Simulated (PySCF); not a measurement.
C3H9Si, SMILES C[Si](C)C, multiplicity 2. Atoms are numbered in the order given.

```xyz
13

Si     0.0000     0.0000     0.4283
C     -1.5498    -0.8948    -0.1771
C      1.5498    -0.8948    -0.1771
C      0.0000     1.7896    -0.1771
H     -1.5791    -0.9117    -1.2823
H     -1.5784    -1.9390     0.1731
H     -2.4684    -0.3975     0.1731
H      1.5784    -1.9390     0.1731
H      2.4684    -0.3975     0.1731
H      1.5791    -0.9117    -1.2823
H      0.8900     2.3365     0.1731
H     -0.8900     2.3365     0.1731
H      0.0000     1.8233    -1.2823
```
Charge 0, spin multiplicity 2.

The structure is a stationary point at r2SCAN-D4/def2-SVP.

Level of theory: PySCF with PBE0/def2-TZVP.

Gas-phase values at a fixed geometry.

```yaml
total_energy: -408.98795 hartree
point_group: C3v
"α spin, highest occupied and lowest empty level": -5.24 and 1.05 eV
"β spin, highest occupied and lowest empty level": -8.49 and -1.47 eV
dipole_moment: 0.67 D
quadrupole, principal values (traceless, Buckingham form, about the centre of nuclear charge): -1.52, 0.76, 0.76 D·Å
mean_static_polarisability: 67.2 bohr³ (9.96 Å³)
polarisability_principal_values: 58.2, 71.8, 71.8 bohr³
"⟨S²⟩": 0.752 (pure state 0.75)
```
